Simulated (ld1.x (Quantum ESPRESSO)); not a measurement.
Logarithmic derivatives: neodymium (Nd), ultrasoft

* Element: neodymium
* Generator: ld1.x (Quantum ESPRESSO) 7.5
* Type: ultrasoft
* Functional: LDA (PZ)
* Relativity: scalar-relativistic
* Frozen core: [Kr] 4d10 4f3
* Valence charge: 11
* Reference configuration: 5s2 5p6 5d2 6s1 6p0
* Partial waves: 5s (bound): rcut 1.85, rcutus 2.35 bohr; 6s (bound): rcut 1.85, rcutus 2.35 bohr; 5p (bound): rcut 2.25, rcutus 2.65 bohr; 6p (bound, empty): rcut 2.25, rcutus 2.65 bohr; 5d (bound): rcut 2.20, rcutus 2.60 bohr; 5d channel at 3.55 Ry: rcut 2.20, rcutus 2.60 bohr
* Local potential: all-electron potential smoothed inside 1.95 bohr (lloc = -1)
* Core correction: none
* Augmentation charge: built from norm-conserving waves at rcut, not smoothed further

The phase is arctan(r·u′/u) with u = r·R(r), unwrapped; energies in Ry, scanned from -5 to 5 Ry. A pole is an energy at which the radial function vanishes at the test radius. The pseudo phase is shifted by a multiple of π to meet the all-electron one at the reference energy, and phase errors are pseudo minus all-electron; the curves can meet again beyond the range given. Levels narrower than the energy grid can be missing from the lists of poles.

| channel | radius (bohr) | reference energy (Ry) | poles, all-electron | poles, pseudo | unbroken range about the reference energy with phases within 0.05 rad | phase error 1 Ry above the reference energy (rad) |
| --- | --- | --- | --- | --- | --- | --- |
| s | 2.89 | -0.26 | -3.01, 3.14 | -3.05, -0.96, 4.87 | not even at the reference energy | +1.033 |
| p | 2.89 | -0.08 | -1.47, 4.47 | -1.49, -0.09 | not even at the reference energy | +0.490 |
| d | 2.89 | -0.16 | 0.79 | 0.87 | not even at the reference energy | +0.019 |

A Bessel basis up to 400 Ry misses an occupied level by 0.69 Ry, so cutoffs and ghosts were not judged. Its overlap operator is not positive definite in a basis up to 400 Ry (lowest eigenvalue p -0.06), so the file is unfit for use: the generalised eigenproblem breaks down once the basis is large enough, and its test numbers describe a broken file. The potential misses its own reference levels by up to 0.6 eV.

Phases in the d channel:

```
E (Ry)  all-electron  pseudo
 -5.00         1.411   1.413
 -4.48         1.401   1.403
 -3.96         1.389   1.391
 -3.44         1.375   1.377
 -2.92         1.355   1.357
 -2.40         1.328   1.331
 -1.88         1.286   1.290
 -1.36         1.212   1.215
 -0.84         1.031   1.026
 -0.32         0.104  -0.010
  0.20        -1.289  -1.305
  0.72        -1.552  -1.537
  1.24        -1.666  -1.631
  1.76        -1.760  -1.693
  2.28        -1.883  -1.749
  2.80        -2.146  -1.813
  3.32        -3.054  -1.902
  3.84        -4.125  -2.051
  4.36        -4.431  -2.363
  4.88        -4.551  -3.108
```
